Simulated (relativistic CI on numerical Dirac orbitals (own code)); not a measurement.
## Line list: Electric-dipole lines, Bi XXXIX

Method of calculation: Dirac-Coulomb-Breit CI, separate exchange-only KLI orbitals for each configuration, model QED, unscaled Slater integrals (own radial code, finite nucleus).

Configuration list (outside the closed core [Ar] 3d10): 4s2 4p6 4d9, 4s2 4p6 4d8 4f, 4s2 4p5 4d10, 4s 4p6 4d10, 4s2 4p5 4d9 4f, 4s 4p6 4d9 4f, 4s2 4p6 4d8 5s, 4s2 4p6 4d7 4f 5s, 4s2 4p6 4d8 5p, 4s2 4p5 4d9 5s, 4s2 4p6 4d8 5f, 4s2 4p6 4d7 5s 5p, 4p6 4d10 4f, 4s2 4p5 4d9 5d, 4s 4p6 4d9 5s, 4s2 4p6 4d8 6p, 4p6 4d10 5p, 4p6 4d9 4f2, 4p6 4d8 4f3, 4p5 4d10 4f2, 4p5 4d9 4f3, 4p6 4d8 4f2 5s, 4p6 4d10 5s, 4p5 4d10 4f 5s, 4p6 4d9 5s2, 4p6 4d8 4f 5s2, 4p5 4d10 5s2, 4p5 4d9 4f 5s2. Double excitations out of closed p, d and f shells are left out; levels of such configurations are missing from the list, as are those of other unlisted configurations, and high levels can miss mixing partners. These lack a partner that the ground configuration has and come out too high: 4s2 4p6 4d8 5p, 4s2 4p5 4d9 5s, 4s2 4p6 4d8 5f, 4s2 4p5 4d9 5d, 4s2 4p6 4d8 6p.

```csv
λ vac (Å),Lower,Upper,A (s⁻¹),log gf,S velocity/length
18.184,4s2 4p6 4d9 2D_3/2 [2],4s2 4p6 4d8 5p 2F°_5/2 [248],2.72e+12,-0.09,0.99
18.935,4s2 4p6 4d9 2D_5/2 [1],4s2 4p6 4d8 5p 2F°_7/2 [198],2.42e+12,0.02,0.93
32.002,4s2 4p6 4d9 2D_3/2 [2],4s2 4p5 4d10 2P°_1/2 [85],8.87e+12,0.44,0.89
32.824,4s2 4p6 4d8 4f 2K°_15/2 [50],4s2 4p5 4d9 4f 2I_13/2 [202],3.48e+12,0.90,0.81
32.860,4s2 4p6 4d8 4f 2K°_13/2 [37],4s2 4p5 4d9 4f 2I_11/2 [187],3.40e+12,0.82,0.82
33.009,4s2 4p6 4d8 4f 2I°_13/2 [62],4s2 4p5 4d9 4f 2H_11/2 [211],3.02e+12,0.77,0.82
34.565,4s2 4p5 4d10 2P°_3/2 [3],4s2 4p5 4d9 4f 2S_1/2 [167],4.65e+12,0.22,0.70
36.244,4s2 4p5 4d10 2P°_3/2 [3],4s2 4p5 4d9 4f 2D_5/2 [164],4.40e+12,0.72,0.63
36.323,4s2 4p5 4d10 2P°_3/2 [3],4s2 4p5 4d9 4f 2P_3/2 [163],3.84e+12,0.48,0.57
37.013,4s2 4p6 4d8 4f 4D°_3/2 [6],4s2 4p5 4d9 4f 2D_5/2 [164],1.34e+12,0.22,0.65
38.630,4s2 4p6 4d9 2D_5/2 [1],4s2 4p6 4d8 4f 2P°_3/2 [81],7.32e+12,0.82,0.73
38.638,4s2 4p6 4d9 2D_5/2 [1],4s2 4p6 4d8 4f 2F°_7/2 [80],6.81e+12,1.09,0.74
38.669,4s2 4p6 4d9 2D_5/2 [1],4s2 4p6 4d8 4f 2F°_5/2 [79],8.36e+11,0.05,0.65
38.747,4s2 4p6 4d9 2D_3/2 [2],4s2 4p6 4d8 4f 2F°_5/2 [84],6.85e+12,0.97,0.74
38.837,4s2 4p6 4d9 2D_5/2 [1],4s2 4p6 4d8 4f 2D°_5/2 [78],5.87e+12,0.90,0.65
39.277,4s2 4p6 4d9 2D_3/2 [2],4s2 4p6 4d8 4f 2D°_3/2 [83],6.39e+12,0.77,0.65
43.460,4s2 4p6 4d9 2D_3/2 [2],4s2 4p6 4d8 4f 2P°_1/2 [77],1.51e+12,-0.07,0.56
47.674,4s2 4p6 4d8 4f 2H°_11/2 [20],4s2 4p5 4d9 4f 2G_9/2 [122],8.20e+11,0.45,0.82
47.716,4s2 4p6 4d8 4f 2I°_13/2 [7],4s2 4p5 4d9 4f 2H_11/2 [112],7.04e+11,0.46,0.80
47.842,4s2 4p6 4d8 4f 4I°_15/2 [13],4s2 4p5 4d9 4f 4H_13/2 [116],1.61e+12,0.89,0.80
48.038,4s2 4p6 4d8 4f 4H°_13/2 [17],4s2 4p5 4d9 4f 4G_11/2 [118],1.22e+12,0.70,0.81
48.047,4s2 4p6 4d8 4f 2I°_13/2 [7],4s2 4p5 4d9 4f 4G_11/2 [108],9.59e+11,0.60,0.81
48.113,4s2 4p6 4d8 4f 4G°_11/2 [24],4s2 4p5 4d9 4f 2G_9/2 [126],8.67e+11,0.48,0.82
48.200,4s2 4p6 4d8 4f 4H°_11/2 [10],4s2 4p5 4d9 4f 4F_9/2 [111],1.01e+12,0.54,0.82
48.390,4s2 4p6 4d8 4f 4G°_9/2 [9],4s2 4p5 4d9 4f 2F_7/2 [106],6.51e+11,0.26,0.82
49.379,4s2 4p6 4d8 4f 2K°_13/2 [37],4s2 4p5 4d9 4f 2I_11/2 [135],9.32e+11,0.61,0.75
50.910,4s2 4p6 4d8 4f 4G°_9/2 [9],4s2 4p5 4d9 4f 4G_9/2 [91],4.04e+11,0.20,0.90
50.996,4s2 4p6 4d8 4f 4H°_11/2 [10],4s2 4p5 4d9 4f 4H_11/2 [93],3.71e+11,0.24,0.91
51.836,4s2 4p6 4d8 4f 2I°_13/2 [7],4s2 4p5 4d9 4f 2I_13/2 [88],3.84e+11,0.34,0.94
52.364,4s2 4p6 4d8 4f 4I°_15/2 [13],4s2 4p5 4d9 4f 4I_15/2 [90],3.72e+11,0.39,0.95
```

Terms are leading LS components. Brackets give the number of a level in order of energy, since labels repeat. The list gives strong lines, with weight on those to low levels, among the lowest 400 of 6322 levels, so that lines to higher ones, which can be the strongest, are missing. Levels whose partners in the same complex of configurations lie outside the list can be far off, and so can their lines. Rates are taken at the computed energies, electric ones in the length gauge. A velocity-to-length ratio far from 1 marks an uncertain rate.

At this charge energies of transitions that change n are usually good to better than 1 %, and those within a shell (Δn = 0) to a few per cent.

LS names give the leading component of a level, which can be under half, so a name can repeat, a term be missing and a line seem to break the LS rules.
